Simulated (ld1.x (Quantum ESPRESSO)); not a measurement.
## O: excitation energies, all-electron against ultrasoft

| Item | Value |
| --- | --- |
| Element | O |
| Generator | ld1.x (Quantum ESPRESSO) 7.5 |
| Type | ultrasoft |
| Functional | LDA (PZ) |
| Relativity | scalar-relativistic |
| Frozen core | [He] |
| Valence charge | 6 |
| Reference configuration | 2s2 2p4 |
| Partial waves | 2s (bound): rcut 0.60, rcutus 0.80 bohr; 2s channel at 0.25 Ry: rcut 0.60, rcutus 0.80 bohr; 2p (bound): rcut 1.60, rcutus 2.10 bohr; 2p channel at -0.05 Ry: rcut 1.60, rcutus 2.10 bohr; 3d channel at 0.35 Ry: rcut 1.40, rcutus 1.80 bohr; 3d channel at 2.15 Ry: rcut 1.40, rcutus 1.80 bohr |
| Local potential | all-electron potential smoothed inside 1.05 bohr (lloc = -1) |
| Core correction | a·sin(br)/r model core inside 0.70 bohr |
| Augmentation charge | PSQ, radius 0.60 bohr |

Energies are relative to the spin-unpolarised reference configuration 2s2 2p4; without spin polarisation the order of configurations can differ from experiment. Spin-polarised rows fill each open shell by Hund’s rule, majority spin first.

```tsv
valence configuration	charge	ΔE all-electron (eV)	error AE − PS (meV)
2s2 2p3	+1	16.584	-18
2s2 2p2	+2	50.292	-86
2s2 2p3.5	+0.5	6.366	-3.5
2s0 2p6	0	29.228	+64
2s1 2p5	0	14.584	+16
2s2 2p0	+4	181.211	+366
2s2 2p4 (spin-polarised)	0	-1.409	+115
2s2 2p3 (spin-polarised)	+1	12.572	+347
```

(1) What are ΔE and the potential's error for 2s2 2p1?

Levels in the configuration 2s2 2p1:

```json
{"level": "2s", "all-electron (eV)": "-79.102", "pseudo (eV)": "-79.224"}
{"level": "2p", "all-electron (eV)": "-65.038", "pseudo (eV)": "-64.914"}
```

Results:

(1) ΔE = 104.255 eV all-electron; the error (AE − PS) is -98 meV.
